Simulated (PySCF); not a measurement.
# Strontium: a sound run and one with changed settings

Sound run: Sr [Kr] 5s2, Sr+ [Kr] 5s1. Calculation: PySCF 2.14, in x2c-TZVPall (8s6p6d1f, 63 functions); the spin-free X2C one-electron Hamiltonian (Gaussian nucleus). In the sound run the correlated levels freeze [Kr]. The sound run starts from symmetry-adapted Hartree-Fock orbitals and uses a fine grid where one is needed.

Changed run: basis STO-3G, all-electron and non-relativistic. This setting is unsound on purpose.

| species | method | sound run (hartree) | changed run (hartree) | converged |
| --- | --- | --- | --- | --- |
| Sr | UHF | -3177.31954 | -3099.11673 | yes |
| Sr | M06-L | -3179.11482 | -3100.62289 | yes |
| Sr | r2SCAN | -3179.21795 | -3100.64555 | yes |
| Sr | MP2 | -3177.33683 | -3099.13044 | yes |
| Sr+ | UHF | -3177.14513 | -3099.06918 | yes |
| Sr+ | M06-L | -3178.90317 | -3100.51988 | yes |
| Sr+ | r2SCAN | -3179.01847 | -3100.55756 | yes |

Ionisation energy of Sr:

```
 method  sound run (eV)  changed run (eV)
    UHF           4.746             1.294
  M06-L           5.759             2.803
 r2SCAN           5.428             2.394
    MP2           5.216             1.667
SCS-MP2           5.310             1.742
```

A minimal basis cannot let orbitals breathe on ionisation and holds almost no correlation. The Hamiltonian changed with the basis, so the totals do not compare.

For comparison, NIST gives 5.695 eV between the lowest levels.
